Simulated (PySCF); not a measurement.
# Relaxation of sextet IrSe2

These are results of UPBE0 in PySCF with Ir def2-TZVP with ECP60, Se def2-TZVP; scalar-relativistic core potentials, no spin–orbit coupling; density-fitted integrals, not measurements. A (50,194) grid was used.

A start displaced from a saddle point along its imaginary mode, of C2v symmetry, held to at least that symmetry:

```xyz
3
charge 0 multiplicity 6, angstrom
Ir   -0.1902   -0.0819    0.0000
Se    0.2296    0.0989    2.3609
Se    0.2296    0.0989   -2.3609
```

(1) What does it relax to?

(2) How much energy is released, and in how many steps?

Results:

(1) It ends at C2v with Ir–Se 2.300 Å (×2); Se–Ir–Se 130.7°. The frequency run here used a shortcut that can spoil soft modes, so no verdict on minimum or saddle point is given.

(2) 30.0 kJ/mol in 5 steps.

With open d or f shells other occupations or spin states may lie lower. At this level a doublet minimum of C2v symmetry lies 96 kJ/mol below this structure. Spin–orbit coupling, left out here, can matter for elements this heavy.

The relaxation took of the order of 5 core-minutes on a shared host.
